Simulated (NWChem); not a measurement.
# C$_{2}$H$_{6}$O$_{2}$Si; SMILES O=C(O)[SiH2]C

```xyz
11

C      0.6268     2.1069     0.2210
Si    -0.6796     0.8053    -0.1383
C      0.1655    -0.9261    -0.0190
O      1.3596    -1.1095    -0.1417
O     -0.7030    -1.9505     0.1872
H      0.2387     3.1171     0.0506
H      0.9681     2.0437     1.2599
H      1.4964     1.9555    -0.4269
H     -1.2044     0.9145    -1.5262
H     -1.8232     0.8612     0.8091
H     -0.1674    -2.7716     0.1944
```
Atoms are numbered in this order, from 1.

Program: NWChem. Structure relaxed at the B3LYP/6-31G* (spherical d) level. Hybrids' shares of exact exchange are those that their runs print; pure functionals count as 0. The functionals differ in more than this share.

```csv
row,share of exact exchange,orbital gap (eV)
PBE/def2-TZVP,0.00,4.53
TPSSh/def2-TZVP,0.10,5.79
B3LYP/def2-TZVP,0.20,withheld
PBE0/def2-TZVP,0.25,7.11
```

Problem. Fit a straight line of the last column on the one before it, predict the withheld value, and compare with the run.

Solution. 
1. Means of the 3 shown rows: x = 0.117, y = 5.810. Slope Σ(x − x̄)(y − ȳ)/Σ(x − x̄)² = 0.3230/0.03167 = 10.20; intercept 4.620.
2. The shown rows scatter about the line by 0.107 (root mean square); the largest residual is +0.15, at TPSSh/def2-TZVP.
3. At x = 0.20 (B3LYP/def2-TZVP; inside the shown range) the line gives 6.66.
4. The run gives 6.64, -0.02 from the line, 0.2 times the scatter.
